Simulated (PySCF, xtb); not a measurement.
C₂H₃AlF₄O, SMILES C[O][Al]([F])[C](F)(F)F.

GFN2-xTB run with xtb 6.7.1 at its own geometry gives an orbital gap of 3.85 eV and a dipole moment of 4.14 D.

The structure is a stationary point at PBE0-D3(BJ)/def2-SVP. Other conformers were not sampled.

Task: What does HF/def2-TZVP run with PySCF give? (The exact figures need the calculation; the answer reports its results.)

Result: gap 14.71 eV (levels -12.80 and 1.91 eV), dipole 3.10 D.
